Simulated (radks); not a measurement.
The numbers below are computed, except where a source is named.
Q: The mean radii <r> (bohr) of the occupied orbitals of an atom or ion are listed with their occupations. Code: a radial shooting solver on a logarithmic mesh with Libxc functionals. Model: scalar-relativistic Kohn-Sham, PBE, spin-unpolarised, spherical densities, point nucleus.

| orbital | occ. | <r> |
|---|---|---|
| 1s | 2 | 0.02037 |
| 2s | 2 | 0.08646 |
| 2p | 6 | 0.07672 |
| 3s | 2 | 0.2253 |
| 3p | 6 | 0.2245 |
| 3d | 10 | 0.2038 |
| 4s | 2 | 0.5077 |
| 4p | 6 | 0.5384 |
| 4d | 10 | 0.5821 |
| 5s | 2 | 1.229 |
| 5p | 6 | 1.433 |
| 4f | 11 | 0.7665 |

Name the element and its charge.

A: Z = 68, erbium, charge +3: Er3+ in [Xe] 4f11. The 1s radius gives Z: for a bare nucleus <r> = (2 gamma + 1)/(2Z) with gamma = sqrt(1 - (Z/c)^2), 0.02012 bohr for Z = 68, and screening makes it slightly larger (0.02037 here). The occupations add up to 65, and the charge is Z minus that.
